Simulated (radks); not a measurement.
Numerical settings for neutral calcium, [Ar] 4s2. Method: Dirac Kohn-Sham, PBE, spin-unpolarised, spherical densities, finite nucleus; Fermi nuclear charge, rms radius 3.4776 fm; computed with a radial shooting solver on a logarithmic mesh with Libxc functionals. The defaults (mesh step 0.008 in ln r, mesh end at 40 bohr or more with all orbitals vanishing there, Anderson mixing 0.5 over 9 steps, residual threshold near 1e-9 with the energy settled to 1e-9 hartree or 1e-11 of itself, here a cap of 68 iterations) give E = -680.3286 hartree and 4s1/2 at -3.766 eV in 14 iterations. Run on one thread of a shared host, so times are rough (Arm Neoverse V2): 0.06 s of CPU time, 0.06 s wall, 14 iterations on 2381 mesh points. Changes against that run (0 stands for a change within the tolerance of the run):

| setting | iterations | converged | E (mhartree) | e(4s1/2) (meV) | CPU (s) |
|---|---|---|---|---|---|
| mesh step in ln r 0.012 | 14 | yes | 0 | 0 | 0.04 |
| mesh step in ln r 0.003 | 15 | yes | 0 | 0 | 0.17 |
| mesh step in ln r 0.12 | 68 | no | -2.47e+06 | -9.83e+05 | 0.13 |
| mesh end (bohr) 400 | 14 | yes | 0 | 0 | 0.06 |
| mesh end (bohr) 3 | 13 | level above zero | +2.46e+03 | +3.75e+04 | 0.04 |
| residual threshold 0.1 | 8 | yes | 0 | -0.081 | 0.05 |
| residual threshold 1e-13 | 64 | yes | 0 | 0 | 0.17 |
| mixing 0.01 | 30 | yes | 0 | 0 | 0.12 |
| linear mixing, mixing 0.2 | 68 | no | 0 | 0 | 0.22 |
| linear mixing, mixing 1 | 54 | yes | 0 | 0 | 0.19 |
| mixing history 3 | 17 | yes | 0 | 0 | 0.07 |
| iteration cap 3 | 3 | no | +0.476 | -140 | 0.02 |

Settled on a wrong energy, with an occupied level pushed above zero by the early mesh end: mesh end (bohr) 3 (+2.46 hartree). Apart from these: no run marked as converged misses the energy by more than 1 mhartree. A mesh that ends early acts as a hard wall.
